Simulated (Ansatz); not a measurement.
Isolated molecules relaxed with PBE0-D4/def2-TZVP in Ansatz; ΔE leaves out vibrations. CCSD(T)/CBS adds triple-zeta CCSD(T) − MP2 to the extrapolated MP2 energy (def2 sets, frozen cores). This one scheme is used for every species. DFT in def2-TZVPP. B3LYP here is the variant with VWN-RPA as its local correlation; programs differ in this. For Br outer-core shells are correlated without core-valence functions, which leaves a few kJ/mol of doubt a bond. Scalar relativity is left out up to krypton. Each species was taken in one conformer, which may not be the lowest.

Consider the formal hydrolysis of the Si–O bond: `CO[SiH](O)Br` + H₂O → `O[SiH](O)Br` + CH₃OH.

Question: Is it downhill or uphill in electronic energy at CCSD(T)/CBS, and by how much? (Estimate.)

Answer: Ansatz gave: Uphill: ΔE = +6.1 kJ/mol.

Question: What do these levels give: PBE-D4, r2SCAN-D4, PBE0-D4, r2SCAN, B3LYP, SCS-MP2/def2-TZVPP, CCSD/def2-TZVPP, HF/def2-QZVPP, MP2/def2-QZVPP, SCS-MP2/def2-QZVPP, HF/CBS(def2), MP2/CBS(def2)? (An estimate is asked.)

Answer: Computed: PBE-D4 1.5, r2SCAN-D4 1.2, PBE0-D4 1.9, r2SCAN 0.0, B3LYP -2.4, SCS-MP2/def2-TZVPP 3.8, CCSD/def2-TZVPP 3.3, HF/def2-QZVPP -1.5, MP2/def2-QZVPP 6.9, SCS-MP2/def2-QZVPP 5.0, HF/CBS(def2) -1.4, MP2/CBS(def2) 7.5 kJ/mol.

Largest T1 diagnostic among the species: 0.010.

In def2-TZVPP, CCSD(T) changes the Hartree–Fock value by +6.5 kJ/mol (the triples alone add +1.0 kJ/mol) and MP2 by +7.8 kJ/mol. The D4 term adds +6.3 kJ/mol with B3LYP and +3.7 kJ/mol with PBE0; it sums over pairs of atoms, weighted by their polarisabilities, and B3LYP, whose exchange is more repulsive, gets the larger term.
